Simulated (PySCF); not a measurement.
**Which orbitals make which state**

Species: C5H2F3NS.
Numbering: `[F:1][C:2]([F:3])=[C:4]([F:5])[c:6]1[cH:7][s:8][cH:9][n:10]1` (hydrogens: H11 on C7; H12 on C9)

Computed, not measured: TDDFT CAM-B3LYP/def2-SVPD, vertical, gas phase, core orbitals frozen in the response (PySCF 2.14.0, density-fitted response routines). The structure is a single PBE0-D3(BJ)/def2-SVP conformer in the gas phase; no vibrational or solvent corrections. Torsions of this conformer, `[F:1][C:2]([F:3])=[C:4]([F:5])[c:6]1[cH:7][s:8][cH:9][n:10]1`: C2–C4–C6–C7 -177°.

Orbital energies (eV): HOMO-3 -10.31, HOMO-2 -9.89, HOMO-1 -9.85, HOMO -8.02, LUMO -0.33, LUMO+1 0.61, LUMO+2 0.75.

Computed singlets:

```csv
state,E (eV),f
S1,5.15,0.177
S2,5.59,0.0002
S3,5.81,0.0006
S4,5.82,0.336
S5,6.34,0.0074
S6,6.45,0.270
```

Problem. Assign a leading configuration to S1, S2, S4 and S6 and set E beside the orbital difference Δε.

Solution. 

| state | leading configuration | weight | Δε (eV) | E (eV) | E − Δε (eV) | f | other configurations |
| --- | --- | --- | --- | --- | --- | --- | --- |
| S1 | HOMO→LUMO | 0.87 | 7.70 | 5.15 | -2.55 | 0.177 | – |
| S2 | HOMO-2→LUMO | 0.83 | 9.56 | 5.59 | -3.96 | 0.0002 | H-2→L+1 (16%) |
| S4 | HOMO→LUMO+1 | 0.81 | 8.63 | 5.82 | -2.81 | 0.336 | – |
| S6 | HOMO-1→LUMO | 0.85 | 9.52 | 6.45 | -3.07 | 0.270 | – |

E − Δε runs from -3.96 to -2.55 eV. By orbital difference alone the order would be S1, S4, S6, S2.

H and L stand for HOMO and LUMO. The other states: S3 5.81 eV, f 0.0006, H→L+2 (80%); S5 6.34 eV, f 0.0074, H→L+3 (47%), H→L+4 (36%).

Summed over the main configurations (up to three a state, each over 8%) of all 6 singlets, the electron leaves HOMO with weight 3.32, HOMO-2 with weight 0.99 and HOMO-1 with weight 0.85.
